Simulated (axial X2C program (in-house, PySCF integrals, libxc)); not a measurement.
## Ionising BTe

Computed with an in-house relativistic program for diatomic molecules, spin-free (one-electron X2C) or two-component (2c: spin–orbit coupling with atomic mean-field Coulomb and Gaunt terms, which also bring small scalar terms), in Dyall basis sets with cores contracted in-house; open shells are unrestricted.

Basis sets: B dyall-v3z, Te dyall-cv3z.

```csv
Hamiltonian,level,BTe state,Re (Å),ωe (cm⁻¹),De (eV)
spin-free,HF,"M_S = 1/2, Λ = 0",1.948,859.1,2.20
spin-free,PBE0,"M_S = 1/2, Λ = 0",1.949,825.3,4.05
```

Adiabatic ionisation energy (minimum to minimum, no zero-point term) and constants of BTe⁺:

```csv
Hamiltonian,level,BTe⁺ state,IE (eV),Re (Å),ωe (cm⁻¹),De (eV),fragments
spin-free,HF,"M_S = 1, Λ = 1",8.53,2.071,616.2,1.39,Te+ + B
spin-free,PBE0,"M_S = 1, Λ = 1",9.63,2.052,674.8,3.06,Te + B+
```

Add the zero-point terms to the ionisation energy at PBE0, spin-free, and say whether the electron removed was bonding.

IE0 = IE + (ωe⁺ − ωe)/2 = 9.63 + (-0.009) = 9.62 eV. Re changes by 0.103 Å, so the bond lengthens, as on loss of a bonding electron.

Close the cycle De(BTe⁺) + IE(BTe) = De(BTe) + IE(B) to find the atomic ionisation energy at PBE0, spin-free.

IE(B) = 3.06 + 9.63 − 4.05 = 8.64 eV, for the determinants used.

Each entry is the lowest single determinant of a limited PBE0 search at one distance. De goes to single-determinant-based atoms at the same level (for ions the charge split of lowest energy) and is withheld (n/a) where an atom does not fit its ground term or J level. Main or longest-lived isotopes. One determinant is a doubtful description, or other states lie close, for BTe, BTe⁺; these need not be ground states, and all values refer to the states named. The functionals have no current term, which raises determinants with orbital currents.
